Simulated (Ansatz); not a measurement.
# Isomers

Structures of CH₄OZn, singlet, relaxed at PBE0-D4/def2-TZVP (vibrations not checked; lower isomers may exist, and structures with a doubtful reference or unclear bonds are left out). Ansatz 0.2.0; basis: def2-TZVPP; cores frozen in the correlated methods. The 3s and 3p shells of Cu and Zn are frozen; filled d shells are correlated. B3LYP uses VWN-RPA correlation.

Problem. Rank them by CCSD(T) energy, lowest first, and give each one's height above the lowest. Links in brackets join atoms within 1.22 times the sum of their covalent radii (1.1 for two metals). (Judge from chemistry; the value comes from the calculation.)
A.
CH₄OZn ([CH3][Zn][OH])
```
7
angstrom
C -0.9210 -0.6026 0.7142
O 1.4825 1.0933 -1.5258
Zn 0.3693 0.2783 -0.4014
H -1.7850 0.0426 0.8861
H -0.4838 -0.8547 1.6826
H -1.2677 -1.5254 0.2447
H 2.3522 1.3156 -1.1918
```
B.
CH₄OZn ([OH][CH2][ZnH])
```
7
angstrom
O -0.9081 0.0456 -0.6652
C 0.0897 0.2791 0.3305
Zn 1.3162 -1.2558 0.2731
H -1.5256 0.7816 -0.6629
H -0.3594 0.3761 1.3291
H 0.6338 1.2145 0.1372
H 2.2724 -2.4664 0.2183
```
C.
a complex of CH₂OZn ([O][CH][ZnH]) + H₂
```
7
angstrom
C 0.7547 0.6059 -0.6273
O 0.4650 1.5750 0.0357
Zn -0.1197 -1.1771 -0.3032
H -1.0659 0.5216 1.3283
H -1.4615 -0.0850 1.5419
H -0.7417 -2.5805 -0.1191
H 1.5276 0.7467 -1.4249
```

Solution. The calculation gives: A (0.000 eV), B (1.764 eV), C (2.842 eV). Heights count from the lowest.

Problem. Do PBE-D4, r2SCAN-D4, PBE0-D4, B3LYP-D4, wB97M-V, HF, MP2 give the same order? (Judge from chemistry; the calculation decides.)

Solution. The calculation gives: All do.

T1 diagnostic: at most 0.018.

For scale, one of the runs: CCSD(T)/def2-TZVPP, 182 basis functions, launched by `ansatz run in.yaml --threads 2 --pin off --events-out ev --progress --plain --max-ram 4352MiB`. Time: 53 s of wall clock on 2 CPU threads of an Arm Neoverse V2; the host was shared. Peak host memory: 1.8 GiB.
